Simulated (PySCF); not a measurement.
**Relaxation of singlet NbO₂⁺**

All numbers come from PySCF, PBE0, basis Nb def2-TZVP with ECP28, O def2-TZVP (scalar-relativistic core potentials, no spin–orbit coupling, density fitting). A (50,194) grid was used.

A start displaced from a saddle point along its imaginary mode, of C2v symmetry, held to at least that symmetry:

```xyz
3
charge 1 multiplicity 1, angstrom
Nb    0.0000    0.0413    0.0000
O     0.0000   -0.1200    1.7575
O     0.0000   -0.1200   -1.7575
```

Optimiser trace:
| step | E − E(last) (kJ/mol) | largest gradient (Eh/bohr) |
| --- | --- | --- |
| 0 | 407.84 | 0.07634 |
| 1 | 262.57 | 0.06734 |
| 2 | 139.19 | 0.09282 |
| 3 | 11.02 | 0.02731 |
| 4 | 0.05 | 0.00372 |
| 5 | 0.01 | 0.00074 |
| 6 | 0.00 | 0.00025 |

It ends at C2v with Nb–O 1.663 Å (×2); O–Nb–O 103.3°. A frequency run shows a minimum. Other isomers or separated fragments may lie lower.

Final geometry:
Z-matrix (Å, degrees; charge 1 multiplicity 1):
```
Nb
O  1 1.6626
O  1 1.6626 2 103.28
```
